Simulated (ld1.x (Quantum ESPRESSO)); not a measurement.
Cutoff test, neon, RRKJ

- Element: neon
- Generator: ld1.x (Quantum ESPRESSO) 7.5
- Type: norm-conserving RRKJ (Kleinman–Bylander form)
- Functional: PBE
- Relativity: scalar-relativistic
- Frozen core: [He]
- Valence charge: 8
- Reference configuration: 2s2 2p6
- Partial waves: 2s (bound): rc 0.60 bohr; 2p (bound): rc 0.80 bohr
- Local potential: the p channel
- Core correction: Bessel-smoothed model core inside 0.60 bohr

The pseudo-atom Hamiltonian at the reference potential is diagonalised in spherical Bessel functions j_l(qr) that vanish at 20 bohr, with q² up to the cutoff. All-electron valence levels (Ry): 2s -2.6757, 2p -0.9800.

Problem. How do the lowest levels (Ry) of each channel move with the cutoff, and are there ghosts?

Solution.

```csv
cutoff (Ry),s #1,s #2,p #1,p #2,d #1,f #1,f #2,Σ f·Δε (mRy)
8,-2.0866,0.0013,0.0229,0.0750,0.0815,0.1216,0.2672,7195.9
25,-2.2583,-0.0019,-0.1627,0.0497,0.0815,0.1216,0.2672,5738.9
50,-2.4110,-0.0041,-0.5050,0.0459,0.0815,0.1216,0.2672,3380.2
100,-2.6054,-0.0069,-0.8911,0.0444,0.0815,0.1216,0.2672,674.2
180,-2.6697,-0.0078,-0.9783,0.0442,0.0815,0.1216,0.2672,22.9
400,-2.6757,-0.0079,-0.9801,0.0442,0.0815,0.1216,0.2672,0.0
```

Result: no extra level below or beside the all-electron valence levels (s, p, d, f tested); 10 mRy is reached at 230 Ry and 1 mRy at over 300 Ry.
